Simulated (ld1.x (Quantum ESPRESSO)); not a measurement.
**lanthanum, TM: configuration errors across variants**

lanthanum, norm-conserving Troullier–Martins (Kleinman–Bylander form), made with ld1.x (Quantum ESPRESSO) 7.5 (PBEsol, scalar-relativistic). Core [Xe], reference 4f0 5d1 6s1.5 6p0.5. Waves: 6s (bound): rc 3.35 bohr; 6p (bound): rc 3.20 bohr; 4f (bound, empty): rc 1.50 bohr; 5d (bound): rc 3.60 bohr. Local part: the d channel. Core correction: none.

All-electron excitation energies from the reference (eV): (1) 4f0 5d1 6s2 6p0 -1.193; (2) 4f0 5d1 6s1 6p0 4.806; (3) 4f0 5d1 6s0 6p0 15.653.

Tests that are not counted but printed errors over 1 eV. “base”: 4f1 5d0 6s2 6p0 (all-electron atom not converged, printed error -507 eV); 4f0 5d1 6s0 6p2 (solver errors, printed error -16.6 eV); 2 more. “all radii scaled by about 0.77 (s 2.58, p 2.46, d 2.76, f 1.16 bohr)”: 4f1 5d0 6s2 6p0 (all-electron atom not converged, printed error -509 eV); 4f0 5d1 6s0 6p2 (solver errors, printed error -16.7 eV); 1 more. “all radii scaled by about 0.84 (s 2.82, p 2.70, d 3.04, f 1.26 bohr)”: 4f1 5d0 6s2 6p0 (all-electron atom not converged, printed error -509 eV); 4f0 5d1 6s0 6p2 (solver errors, printed error -16.6 eV); 1 more. “all radii scaled by about 0.91 (s 3.06, p 2.92, d 3.28, f 1.36 bohr)”: 4f1 5d0 6s2 6p0 (all-electron atom not converged, printed error -508 eV); 4f0 5d1 6s0 6p2 (solver errors, printed error -16.6 eV); 1 more. “all radii scaled by about 1.11 (s 3.72, p 3.56, d 4.00, f 1.66 bohr)”: 4f1 5d0 6s2 6p0 (all-electron atom not converged, printed error -507 eV); 4f1 5d1 6s0 6p0 (solver errors, printed error -6.3 eV).

A true bound ghost makes a file unfit for plane-wave use even where its test errors are small: the radial tests pick states by their node count and pass the ghost by. Where a test does run into it, the solver fails or the error is huge.

Errors AE − PS in meV (a dash: test not solved or not reliable):

```csv
change,(1),(2),(3),bound ghosts
base,+2.6,-10,+28,"s, p"
"all radii scaled by about 0.77 (s 2.58, p 2.46, d 2.76, f 1.16 bohr)",+9.8,+0.8,+118,"p, s"
"all radii scaled by about 0.84 (s 2.82, p 2.70, d 3.04, f 1.26 bohr)",+11,+4.3,+79,"p, s"
"all radii scaled by about 0.91 (s 3.06, p 2.92, d 3.28, f 1.36 bohr)",+3.3,-1.3,+47,"p, s"
"all radii scaled by about 1.11 (s 3.72, p 3.56, d 4.00, f 1.66 bohr)",-0.1,-14,+28,s
"all radii scaled by about 1.22 (s 4.10, p 3.92, d 4.40, f 1.84 bohr)",-1.1,-15,+19,s
"all radii scaled by about 1.26 (s 4.22, p 4.04, d 4.54, f 1.90 bohr)",-1.5,-15,+15,s
```

Question: Give the same row for: all radii scaled by about 1.39 (s 4.66, p 4.46, d 5.02, f 2.10 bohr).

Answer: -2.8, -18, -19; bound ghosts: s. Not counted: 4f1 5d0 6s2 6p0 (solver errors, printed error -535 eV); 4f1 5d1 6s0 6p0 (solver errors, printed error -6.3 eV).
